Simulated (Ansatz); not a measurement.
Ansatz (a quantum-chemistry and plane-wave program) input (CCSD(T)/def2-SVP):

Ansatz 0.2 input:
```yaml
crystal:
  periodic: [false, false, false]
  atoms:
    - {symbol: Cs, position_ang: [-0.00000000, -0.00000000, -0.30204412]}
    - {symbol: O, position_ang: [0.00000000, 0.00000000, 2.07655333]}
basis:
  gaussian:
    orbitals: def2-SVP
magnetization: {spin_polarized: true, initial_magnetization: 1}
correlation: {method: ccsd_t, electrons: outside_noble_gas}
```

End of the output:

```
determinant -2571.35968664 eV, -94.4957255538 hartree, with singles and doubles -2574.87452453 eV, -94.6248934637 hartree
determinant -2571.34166323 eV, -94.4950632056 hartree, with singles and doubles -2574.65996297 eV, -94.6170084719 hartree
determinant -2571.26388846 eV, -94.4922050357 hartree, with singles and doubles -2574.46157617 eV, -94.6097178914 hartree
determinant -2571.23824890 eV, -94.4912627993 hartree, with singles and doubles -2574.45263378 eV, -94.6093892647 hartree
determinant -2571.02357355 eV, -94.4833736256 hartree, with singles and doubles -2574.55672391 eV, -94.6132145065 hartree
determinant -2570.89775579 eV, -94.4787499082 hartree, with singles and doubles -2574.12946039 eV, -94.5975128617 hartree
determinant -2574.33157011 eV, -94.6049402568 hartree, with singles and doubles -2578.76826117 eV, -94.7679856460 hartree
determinant -2574.13106531 eV, -94.5975718415 hartree, with singles and doubles -2578.52367992 eV, -94.7589974510 hartree
5 core orbitals not correlated, not the lowest: weight in the atoms' cores, before any rotation towards them, 0.848 or more for the frozen orbitals, at most 0.102 for the correlated occupied ones
reference -2574.33157011 eV, -94.6049402568 hartree; 4, 3 occupied and 29, 30 virtual orbitals, 355 factors
second order -4.16025226 eV of doubles, -0.00000000 eV of singles
coupled cluster: 0.08 GiB planned
cycle   1  -4.43669139 eV  change   -3.3e-7 eV  update   2.4e-6
perturbative correction -0.07289426 eV, -0.0026788147 hartree
Total energy: -2578.84115576 eV, -94.7706644728 hartree
```
